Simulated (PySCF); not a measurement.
## Exercise with solution: chemical shift, span and skew from a shielding tensor

Ge(H)2(F)(Me) (CH₅FGe), SMILES [CH3][GeH2][F]. Atoms are numbered in the order given.

```xyz
8

Ge    -0.3504     0.0966     0.0000
C      0.5421    -1.6223     0.0000
F      0.9066     1.3150     0.0000
H     -1.1761     0.3435    -1.2725
H     -1.1761     0.3435     1.2725
H      1.1748    -1.7205     0.8943
H     -0.1972    -2.4381     0.0000
H      1.1748    -1.7205    -0.8943
```

Coordinates come from a r2SCAN-D4/def2-SVP optimisation.

GIAO shieldings from HF/pcSseg-1 (PySCF), non-relativistic, no solvent. The symmetric part of the tensor of F3 has the principal values 419.8, 465.2, 472.9 ppm. The same nucleus in CFCl3 has σ = 238.5 ppm at this level (PySCF, at its B3LYP-D3(BJ)/def2-TZVP geometry).

Work out the isotropic shielding, the ¹⁹F shift against CFCl3, the span and the skew.


σ(iso) = (σ11 + σ22 + σ33)/3 = 452.6 ppm. δ = σ(ref) − σ(iso) = 238.5 − (452.6) = -214.1 ppm.
Span Ω = σ33 − σ11 = 53.1 ppm. Skew κ = 3(σ(iso) − σ22)/Ω = -0.71. Tumbling in solution averages the tensor to δ; in a static solid the shielding alone would spread this spin-1/2 line over Ω.
